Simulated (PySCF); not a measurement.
# HfOF, doublet: data card

All numbers come from PySCF, UPBE0, basis Hf def2-TZVP with ECP60, O def2-TZVP, F def2-TZVP (scalar-relativistic core potentials, no spin–orbit coupling, density fitting).

The structure is a higher-order saddle point with 2 imaginary modes (one degenerate set).

* Point group: C∞v
* Bond lengths: Hf–F 2.018 Å, Hf–O 1.776 Å
* Bond angles: F–Hf–O 180.0°
* Dipole moment: 1.37 D
* Atomisation energy without zero-point energy: 1240 kJ/mol
* Highest occupied level (α): -6.38 eV
* Zero-point energy (real modes): 8.8 kJ/mol
* Principal quadrupole moments (Buckingham, traceless) about the centre of mass: -21.44, 10.72, 10.72 D Å
* Principal polarisabilities: 49.1, 57.8, 57.8 bohr³
* Lowest empty level (β): -3.71 eV
* Spin squared ⟨S²⟩: 0.753
* Rotational constants: 0.1323 cm⁻¹

Harmonic modes (masses in u: Hf 179.947, O 15.995, F 18.998):
```json
{"symmetry": "π", "ω (cm⁻¹)": "197i", "IR (km/mol, summed over degenerate members)": "–", "type": "bend"}
{"symmetry": "σ+", "ω (cm⁻¹)": "546", "IR (km/mol, summed over degenerate members)": "160", "type": "stretch"}
{"symmetry": "σ+", "ω (cm⁻¹)": "925", "IR (km/mol, summed over degenerate members)": "187", "type": "stretch"}
```

In C∞v the vibrations span π + 2σ+.

Charges (e):
```csv
atom,Mulliken,Löwdin,polar tensor,spin (Mulliken),Mayer order to Hf1
Hf1,1.11,0.77,1.62,1.06,–
O2,-0.59,-0.40,-0.92,-0.04,2.16
F3,-0.52,-0.37,-0.70,-0.02,0.81
```

Mulliken populations on Hf1 (electrons outside its core potential): s 2.82, p 6.27, d 1.66, f 0.14.

Only a few start shapes were tried, so a lower isomer may exist. Open d and f shells are described by one determinant, and the ground state may have another occupation or spin. At this level a doublet minimum of Cs symmetry lies 110 kJ/mol below this structure. With an element this heavy the missing spin–orbit coupling can shift these numbers.

The final relaxation and frequency run took 28 s on 4 threads of a shared Arm Neoverse V1 host, with 102 basis functions and 11 gradients; the process peaked at 0.93 GiB. Launch command: `OMP_NUM_THREADS=4 python axn.py task.json out`.
